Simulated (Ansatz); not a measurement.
System: CClF, net charge 0, singlet state. 
Coordinates optimised at B3LYP-D3(BJ)/def2-TZVP (Ansatz, a first-principles code):
```
C
F 1 1.2975
Cl 1 1.7557 2 106.70
```
Charge 0, spin multiplicity 1.

Quantity: vertical triplet-singlet gap (E(triplet) - E(singlet); each state is the SCF solution reached for its spin; for the singlet the Hartree-Fock reference is unstable and T1 is 0.019), in kcal/mol. Correlated levels leave the core frozen unless marked. UHF or UKS for open shells. No spin-orbit coupling. No relativistic terms. CBS(X,Y): correlation extrapolated as X^-3; Hartree-Fock from the larger set. The bracket is a focal-point correction in the basis named.

| level | program | vertical triplet-singlet gap (kcal/mol) |
|---|---|---|
| r2SCAN/def2-TZVPD | Ansatz | [?] |
| CAM-B3LYP/def2-TZVPD | Ansatz | 38.4 |
| wB97M-V/def2-TZVPD | Ansatz | 45.2 |
| SCS-MP2/aug-cc-pV(D+d)Z | Ansatz | 41.8 |
| CCSD/aug-cc-pV(T+d)Z | Ansatz | [?] |
| RI-MP2/CBS(aug-cc-pV(T+d)Z,aug-cc-pV(Q+d)Z)+[CCSD(T)-MP2]/aug-cc-pV(T+d)Z | Ansatz | 43.8 |

### Question
What belongs in the gaps?

### Answer

- r2SCAN/def2-TZVPD, vertical triplet-singlet gap (kcal/mol): 33.8
- CCSD/aug-cc-pV(T+d)Z, vertical triplet-singlet gap (kcal/mol): 39.9
